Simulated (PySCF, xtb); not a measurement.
(E)-2-chloro-1,3,3-trifluoroprop-1-ene (C₃H₂ClF₃), SMILES F/C=C(/Cl)C(F)F. The values are those of a single conformer.

Harmonic wavenumbers (cm⁻¹) from GFN2-xTB in xtb 6.7.1 at its own minimum, in rising order: 27, 136, 197, 245, 272, 391, 432, 531, 563, 802, 871, 972, 1027, 1071, 1155, 1237, 1252, 1281, 1674, 2904, 3081.

Problem. What does B3LYP-D3(BJ)/def2-SVP (PySCF) give at its own minimum? (Estimate from the structure and the level; the computed values follow.)

Solution. 36, 194, 208, 277, 308, 392, 460, 541, 642, 889, 918, 1018, 1127, 1153, 1236, 1345, 1389, 1422, 1746, 3062, 3206. Paired by order, the mean absolute difference is 69 cm⁻¹ and the zero-point energies are 28.8 and 30.8 kcal/mol.
